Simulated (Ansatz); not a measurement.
`N=C(F)O[SiH3]` + `C=N` → `C=NC(=N)F` + silanol  (substitution at a C–O bond)

Calculated with Ansatz (gas phase, PBE0-D4/def2-TZVP geometries, no zero-point term in ΔE). CBS: MP2 limit from def2 TZ/QZ plus the TZ coupled-cluster correction, frozen cores. This one scheme is used for every species. DFT in def2-TZVPP. One conformer a species, not always the lowest.

```csv
level,ΔE (kJ/mol)
PBE0,-15.7
r2SCANh,-15.1
```

(1) What does CCSD(T)/CBS give? (Best estimate.)

Largest T1 diagnostic among the species: 0.014.

Answers

(1) Ansatz gave: -17.3 kJ/mol. The listed levels differ from it by 1.6, 2.2 kJ/mol.

Leaving LDA and LC-ωPBE aside and taking each functional with its dispersion term where it has one, the values, not all of them listed here, spread over 5.0 kJ/mol, from B2PLYP to ωB97X-V. In def2-TZVPP, CCSD(T) changes the Hartree–Fock value by −4.5 kJ/mol (the triples alone add −1.4 kJ/mol) and MP2 by −6.5 kJ/mol. At CCSD(T), def2-SVP lies +6.4 kJ/mol from the extrapolated value and def2-TZVPP +2.3 kJ/mol.
